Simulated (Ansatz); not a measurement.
Isolated molecules relaxed with PBE0-D4/def2-TZVP in Ansatz; ΔE leaves out vibrations. CBS: MP2 limit from def2 TZ/QZ plus the TZ coupled-cluster correction, frozen cores. This one scheme is used for every species. DFT in def2-TZVPP. One conformer a species, not always the lowest.

Reaction (ligand exchange at the Si–N bond): `O/C=N/[SiH3]` + `FBN[SiH3]` → `FBN([SiH3])[SiH3]` + `N=CO`

```tsv
level	ΔE (eV)
r2SCAN0-D4	0.05
MP2/CBS(def2)	0.02
```

(1) What does CCSD(T)/CBS give? (Estimate.)

Largest T1 diagnostic among the species: 0.014.

## Answers

(1) Ansatz gave: 0.00 eV. The listed levels differ from it by 0.05, 0.02 eV.

Leaving LDA and LC-ωPBE aside and taking each functional with its dispersion term where it has one, the values, not all of them listed here, spread over 0.06 eV, from ωB97M-V to B2PLYP. LDA lies −0.04 eV from PBE without D4. The D4 term adds −0.07 eV with B3LYP and −0.04 eV with PBE0; it sums over pairs of atoms, weighted by their polarisabilities, and B3LYP, whose exchange is more repulsive, gets the larger term. From BLYP to BHLYP (50 % exact exchange), in def2-TZVPP and without D4, ΔE moves by −0.04 eV.

B3LYP here is the variant with VWN-RPA as its local correlation; programs differ in this.
